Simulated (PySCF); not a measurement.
## Electron correlation in C⁺ (carbon, charge +1)

[He] 2s2 2p1, 2P determinant. Calculation: PySCF 2.14, in cc-pVDZ; the non-relativistic Hamiltonian (point nucleus). Frozen: 1s2; 3 electrons correlated.

MP2 pair energies summed by pair of shells (mhartree):

```
 pair  energy  share (%)
2s-2s  -25.63       62.1
2s-2p  -15.66       37.9
```

Total MP2 correlation energy: -41.29 mhartree.

Same-spin part -2.39 and opposite-spin part -38.90 mhartree; SCS-MP2 scales them by 1/3 and 6/5 to -47.48 mhartree.

```tsv
level	correlation energy (mhartree)
CCSD	-66.71
(T)	-0.65
CCSD(T)	-67.36
```

Diagnostics: T1 = 0.0084, D1 = 0.0157, largest double amplitude 0.136.

Cost of the coupled-cluster step: 0.06 s of wall time on 1 thread of INTEL(R) XEON(R) PLATINUM 8581C CPU @ 2.30GHz (shared host), for 3 correlated electrons.

Iterations:

```
CC2 = 0
CCSD nocc = (np.int64(2), np.int64(1)), nmo = (13, 13)
frozen orbitals [[0], [0]]
max_cycle = 100
direct = 0
conv_tol = 1e-08
conv_tol_normt = 1e-06
diis_space = 8
diis_start_cycle = 0
Init t2, MP2 energy = -0.0412920459979058
Init E_corr(UCCSD) = -0.0412920459979464
cycle = 1  E_corr(UCCSD) = -0.0558180189045534  dE = -0.0145259729  norm(t1,t2) = 0.0568086
cycle = 2  E_corr(UCCSD) = -0.0616258766797978  dE = -0.00580785778  norm(t1,t2) = 0.0273391
cycle = 3  E_corr(UCCSD) = -0.066778505423081  dE = -0.00515262874  norm(t1,t2) = 0.0139291
cycle = 4  E_corr(UCCSD) = -0.0666860259483517  dE = 9.24794747e-05  norm(t1,t2) = 0.00121565
cycle = 5  E_corr(UCCSD) = -0.0667233976290792  dE = -3.73716807e-05  norm(t1,t2) = 0.000177071
cycle = 6  E_corr(UCCSD) = -0.0667055001189125  dE = 1.78975102e-05  norm(t1,t2) = 3.87115e-05
cycle = 7  E_corr(UCCSD) = -0.0667115956404182  dE = -6.09552151e-06  norm(t1,t2) = 1.51517e-05
cycle = 8  E_corr(UCCSD) = -0.0667113597021479  dE = 2.3593827e-07  norm(t1,t2) = 1.68686e-06
cycle = 9  E_corr(UCCSD) = -0.0667111261955033  dE = 2.33506645e-07  norm(t1,t2) = 6.07237e-07
cycle = 10  E_corr(UCCSD) = -0.0667111454110151  dE = -1.92155118e-08  norm(t1,t2) = 4.9924e-08
cycle = 11  E_corr(UCCSD) = -0.0667111438670217  dE = 1.54399342e-09  norm(t1,t2) = 1.23701e-08
UCCSD converged
E(UCCSD) = -37.35623902862012  E_corr = -0.06671114386702172
UCCSD(T) correction = -0.000652635389428833
```
